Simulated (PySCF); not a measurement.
Computed shifts of a molecule C5H9B, B3LYP/pcSseg-1 run with PySCF, GIAO, gas phase, equivalent atoms averaged, in ppm (number of nuclei): ¹³C: 125.8 (1), 97.8 (1), 30.7 (1), 18.1 (1), 14.6 (1). ¹H: 4.61 (1), 1.82 (1), 1.51 (3), 1.42 (1), 1.22 (3). References: ¹³C against TMS (σ = 181.3 ppm); ¹¹B against BF3 (σ = 86.3 ppm); ¹H against TMS (σ = 31.68 ppm), references at their B3LYP-D3(BJ)/def2-TZVP geometries, non-relativistic. Geometry optimised at B3LYP-D3(BJ)/def2-SVP. One conformer was computed; it need not be the lowest.

### Question
Which molecule gave these data?
(A) C#CB(C)CC
(B) C=C1CCB1C
(C) C=CB(C)C=C
(D) CB1C=C[C@@H]1C

### Answer
A, C#CB(C)CC
